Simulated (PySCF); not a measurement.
# Correlation energy of Hf²⁺ (hafnium, charge +2)

[Xe] 4f14 5d1 6p1, one real determinant (an excited configuration). All numbers are calculated (PySCF 2.14, the spin-free X2C one-electron Hamiltonian (Gaussian nucleus), in x2c-TZVPPall with one added diffuse shell each of s, p, d, f type (12s8p8d4f1g, 113 functions)). Frozen: [Kr] 4d10 4f14; 10 electrons correlated.

| level | correlation energy (mhartree) |
| --- | --- |
| CCSD | -172.69 |
| (T) | -2.80 |
| CCSD(T) | -175.49 |

Diagnostics: T1 = 0.0070, D1 = 0.0268, largest double amplitude 0.026.

The real determinant used has ⟨L²⟩ near 8 against 12 for a pure F term, so it mixes terms. Spin-orbit coupling, absent here, splits the open shell strongly.

Cost of the coupled-cluster step: roughly 60 core-seconds, for 10 correlated electrons.

The reference is one real determinant that mixes LS terms of this configuration.

This basis was not built for core-valence correlation, so the inner-shell part is incomplete.
